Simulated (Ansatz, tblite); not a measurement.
Forces on PdSe2⁻ at its PBE0-D4/def2-TZVPD geometry. Charge -1, multiplicity 2.

In the def2 sets Pd takes a core potential; there is no spin–orbit coupling. The xTB rows come from tblite. No other spin state of charge -1 was run. Another isomer (doublet) lies 0.13 eV lower at PBE0-D4/def2-TZVPD; other spin states weren't run for this one.

GFN1-xTB (tblite), largest force 0.76 eV/Å:

```xyz
3
positions Å, forces eV/Å
Pd    0.063   -0.511   -0.506   -0.048    0.494    0.479
Se    1.646    1.058   -0.347   -0.552   -0.526   -0.036
Se   -1.709   -0.547    0.853    0.600    0.032   -0.443
```

GFN2-xTB (tblite), largest force 0.57 eV/Å:

```
Pd -0.038 0.406 0.393
Se -0.285 -0.351 -0.090
Se 0.323 -0.055 -0.303
```

PBE-D4/def2-TZVPD (Ansatz), largest force 0.45 eV/Å:

```
Pd 0.042 -0.202 -0.213
Se 0.334 0.267 -0.024
Se -0.375 -0.065 0.237
```
